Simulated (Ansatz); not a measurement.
[GeH3]− (SMILES [H][Ge-]([H])[H]): the vertical detachment energy, rung by rung

[GeH3]−: 4 atoms, total charge -1, spin state singlet. As SMILES, `[H][Ge-]([H])[H]`. The shape comes from GFN2-xTB, which is rough for such elements, and wasn't checked as a minimum.

Quantity: the vertical detachment energy (to the doublet neutral), in eV. The values are calculated.

```json
{"level": "HF/STO-3G", "kind": "Hartree–Fock", "program": "Ansatz", "value (eV)": "-2.51", "less FCI/STO-3G": "+0.23", "CPU time (all runs)": "0.22 s"}
{"level": "SVWN5/STO-3G", "kind": "LDA", "program": "Ansatz", "value (eV)": "-1.72", "less FCI/STO-3G": "+1.02", "CPU time (all runs)": "3.2 s"}
{"level": "BLYP/STO-3G", "kind": "GGA", "program": "Ansatz", "value (eV)": "-1.65", "less FCI/STO-3G": "+1.09", "CPU time (all runs)": "16 s"}
{"level": "revPBE/STO-3G", "kind": "GGA", "program": "Ansatz", "value (eV)": "-1.60", "less FCI/STO-3G": "+1.14", "CPU time (all runs)": "12 s"}
{"level": "r2SCAN/STO-3G", "kind": "meta-GGA", "program": "Ansatz", "value (eV)": "-1.44", "less FCI/STO-3G": "+1.30", "CPU time (all runs)": "48 s"}
{"level": "HSE06/STO-3G", "kind": "range-separated hybrid", "program": "Ansatz", "value (eV)": "-1.49", "less FCI/STO-3G": "+1.25", "CPU time (all runs)": "8.4 s"}
{"level": "B2PLYP/STO-3G", "kind": "double hybrid", "program": "Ansatz", "value (eV)": "-1.79", "less FCI/STO-3G": "+0.95", "CPU time (all runs)": "3.2 s"}
{"level": "MP2/STO-3G", "kind": "perturbation theory", "program": "Ansatz", "value (eV)": "-2.56", "less FCI/STO-3G": "+0.18", "CPU time (all runs)": "0.24 s"}
{"level": "CCSD(T)/STO-3G", "kind": "coupled cluster or CI", "program": "Ansatz", "value (eV)": "-2.73", "less FCI/STO-3G": "+0.01", "CPU time (all runs)": "0.38 s"}
{"level": "FCI/STO-3G", "kind": "exact in the basis", "program": "Ansatz", "value (eV)": "-2.74", "less FCI/STO-3G": "0.00", "CPU time (all runs)": "0.89 s"}
```

FCI/STO-3G is exact within its basis and frozen core, so for wave-function methods in that basis the difference is their error; functionals converge differently with the basis, so for them it is only a difference. All-electron rows without a relativistic Hamiltonian named are non-relativistic. Sets without diffuse functions describe the anion poorly. The values span -2.74 to -1.44 eV. All rows use very small basis sets, so even the best lies far from the true value. In the correlated wave-function rows the outer d shell of Ge is correlated, in sets not made for it. Times are those of the runs behind each value, whatever else they computed, on shared processors of several kinds: orders of magnitude only.
